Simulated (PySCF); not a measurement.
A GIAO shielding run with PySCF (density fitting, non-relativistic, gas phase) on `C=CCC[C@@H](C#N)O[SiH3]`, C6H11NOSi:

```
$ OMP_NUM_THREADS=1 python probes_run.py task.json out

{"job": {"kind": "nmr", "xc": "PBE0", "basis": "pcSseg-1"}, "charge": 0, "multiplicity": 1}
C     -3.375136    -1.508241     0.772650
C     -2.692603    -0.680301     0.005417
C     -1.251490    -0.855788    -0.357373
C     -0.421031     0.334795     0.127161
C      1.062810     0.195659    -0.245942
C      1.206481     0.146288    -1.691637
N      1.324742     0.134198    -2.828243
O      1.773392     1.277030     0.284335
Si     3.379278     1.514290     0.382954
H     -4.412354    -1.343359     1.008447
H     -2.925129    -2.392980     1.193398
H     -3.165105     0.202623    -0.404855
H     -0.867674    -1.778719     0.083060
H     -1.160340    -0.934135    -1.445269
H     -0.485524     0.421007     1.213850
H     -0.800109     1.262283    -0.307489
H      1.460051    -0.751957     0.156022
H      4.002510     1.539154    -0.939617
H      3.349255     2.794307     1.066930
H      3.992828     0.434523     1.163775
```

Hardware: 1 thread of an Intel Xeon, shared host. The job also computes population analyses, field gradients.

Task: How large is the calculation?

Result: 76 electrons, 215 basis functions and 1130 auxiliary functions.

Task: How long does it take, and how much memory does it need?

Result: 82 s of wall time, with 14 SCF cycles and 5 response iterations; peak memory 1 GiB. Times on a shared host scatter by some tens of per cent.
